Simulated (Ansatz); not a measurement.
Cartesian coordinates in Å:
```
C -0.9077 -2.8454 -1.1455
N -0.4904 -1.5194 -0.8778
Nb 0.1326 -0.0590 -0.1129
N 1.6541 0.4245 -1.3289
C 2.4663 1.5901 -1.1021
C 2.1169 -0.3168 -2.4727
N -1.3251 1.2689 -0.4856
C -1.2245 2.6385 -0.0579
C -2.5809 1.0167 -1.1418
C 1.8261 -0.2547 1.7150
C 1.0704 0.8901 2.0431
C -0.2493 0.4697 2.3157
C -0.3189 -0.9342 2.1768
C -1.5132 -1.7893 2.4357
C 0.9740 -1.3765 1.7991
H -1.9995 -2.9095 -1.2365
H -0.4788 -3.2099 -2.0874
H -0.5978 -3.5414 -0.3545
H 2.1051 2.1737 -0.2518
H 3.5184 1.3280 -0.9016
H 2.4605 2.2574 -1.9771
H 3.1524 -0.6692 -2.3361
H 1.4807 -1.1820 -2.6501
H 2.1098 0.3069 -3.3802
H -1.3124 3.3307 -0.9089
H -0.2635 2.8411 0.4220
H -2.0165 2.9069 0.6611
H -2.6327 -0.0162 -1.4816
H -2.7123 1.6729 -2.0164
H -3.4350 1.2057 -0.4709
H 2.8672 -0.2700 1.4293
H 1.4343 1.9066 2.0755
H -1.0783 1.1117 2.5769
H -1.4854 -2.7037 1.8419
H -1.5595 -2.0796 3.4901
H -2.4387 -1.2619 2.1976
H 1.2516 -2.4015 1.5985
```

Total charge 0; spin multiplicity 1. Nb: def2 effective core potential.

(1) List the PBE/def2-TZVPP orbital energies in eV (Ansatz). (Estimate.)

## Answers

(1) The calculation gave: Occupied: -379.77, -379.77, -379.59, -269.39, -269.23, -269.22, -269.21, -269.01, -268.99, -268.98, -268.96, -268.93, -268.92, -268.82, -59.97, -35.91, -35.55, -35.50, -21.98, -21.69, -21.67, -20.32, -18.64, -17.45, -17.13, -17.08, -16.28, -14.85, -14.51, -14.46, -13.40, -13.10, -12.32, -11.21, -10.95, -10.77, -10.70, -10.69, -10.64, -10.52, -10.26, -10.23, -10.07, -9.75, -9.44, -9.31, -9.11, -9.04, -9.03, -8.96, -8.61, -8.48, -8.43, -7.60, -7.44, -6.36, -6.19, -5.56, -5.53, -5.06, -4.17. Lowest empty: -0.91, -0.75, -0.54, -0.21, -0.05, -0.02, 0.34, 0.45.
